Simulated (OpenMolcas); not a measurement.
## Ionisation energies of barium

```
Program             : OpenMolcas
Basis               : ANO-R2 [8s6p4d2f1g]
Scalar Hamiltonian  : X2C, finite nucleus
Spin-orbit coupling : RASSI with atomic mean-field integrals over the reference wave functions, term energies averaged over their components
```

Active shells in each charge state: the valence s, p, d shells, with orbitals averaged over the low states. Where CASPT2's correlated closed shells are named, they are those of the first ion.

A. CASSCF
B. SS-CASPT2, IPEA 0.25 Eh, imaginary shift 0.1 Eh (closed shells correlated: 5s 5p)
C. SS-CASPT2, IPEA 0.25 Eh, imaginary shift 0.1 Eh (closed shells correlated: 4d 5s 5p)
D. SS-CASPT2, IPEA 0.25 Eh, imaginary shift 0.1 Eh (closed shells correlated: none)
E. SS-CASPT2, IPEA 0 Eh, imaginary shift 0.1 Eh (closed shells correlated: 5s 5p)

Energies in eV between the lowest computed levels, named as in B; reference values from the NIST Atomic Spectra Database with their kind.

```
         From             To      A      B      C      D      E  Spin-orbit share in B          Reference
   Ba 6s2 1S0  Ba+ 6s 2S 1/2  5.013  5.076  5.113  5.023  5.049                 +0.000   5.212 (measured)
Ba+ 6s 2S 1/2   Ba2+ 5p6 1S0  9.146  9.727  9.742  9.146  9.791                 +0.000  10.004 (measured)
```

Error against the reference values, in %:

| From | Reference | A | B | C | D | E |
| --- | --- | --- | --- | --- | --- | --- |
| Ba | measured | -3.8 | -2.6 | -1.9 | -3.6 | -3.1 |
| Ba+ | measured | -8.6 | -2.8 | -2.6 | -8.6 | -2.1 |

Mean absolute error over the 2 measured values: A 0.53 eV, B 0.21 eV, C 0.18 eV, D 0.52 eV, E 0.19 eV.

The lowest level within the active space need not be the ion's true ground level.
